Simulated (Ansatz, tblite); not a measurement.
Removing and adding an electron: Cu(AsH3)(SH) (CuAsH₄S). The state is a singlet with charge 0. Geometry: B3LYP-D4/def2-SVP. Ansatz, gas phase; energy differences of separate SCF runs; the oxidised species was run as a doublet alone; the reduced species was run as a doublet alone.

```xyz
7

Cu   -0.2515   -0.9213   -0.3821
As    0.6627    1.0559    0.3953
H     0.1645    2.3889   -0.1297
H     2.1405    1.3192    0.1842
H     0.6220    1.4183    1.8676
S    -1.0354   -2.7795   -1.1594
H    -2.3028   -2.4816   -0.7759
```

The xTB rows come from tblite.

Estimate orbital energies and vertical ionisation energies and electron affinities at: GFN1-xTB; GFN2-xTB; PBE-D4/def2-TZVP; PBE-D4/def2-TZVPD; r2SCAN-D4/def2-TZVP; r2SCAN-D4/def2-TZVPD; PBE0-D4/def2-TZVP; PBE0-D4/def2-TZVPD.


```csv
level,−HOMO (eV),vertical IE (eV),−LUMO (eV),vertical EA (eV),HOMO–LUMO gap (eV),IE − EA (eV),remarks
GFN1-xTB,9.99,13.29,7.10,3.94,2.88,9.35,–
GFN2-xTB,8.74,12.44,6.27,3.46,2.47,8.98,–
PBE-D4/def2-TZVP,4.67,7.82,1.64,–,3.03,–,–
PBE-D4/def2-TZVPD,4.83,–,1.87,-0.09,2.97,–,HOMO above zero (-1 doublet)
r2SCAN-D4/def2-TZVP,4.86,7.79,1.47,–,3.39,–,–
r2SCAN-D4/def2-TZVPD,4.98,–,1.66,-0.21,3.32,–,HOMO above zero (-1 doublet)
PBE0-D4/def2-TZVP,5.71,7.83,0.84,–,4.87,–,–
PBE0-D4/def2-TZVPD,5.84,–,1.12,-0.23,4.73,–,HOMO above zero (-1 doublet)
```

   A HOMO above zero means that the electron is unbound at that level or that self-interaction error raises the level; the energy of removing that electron tells which. Raw xTB energy differences between charge states are shifted by several eV; the methods need an empirical correction for them. A negative affinity means that the extra electron isn't bound; its size then hangs on the basis.
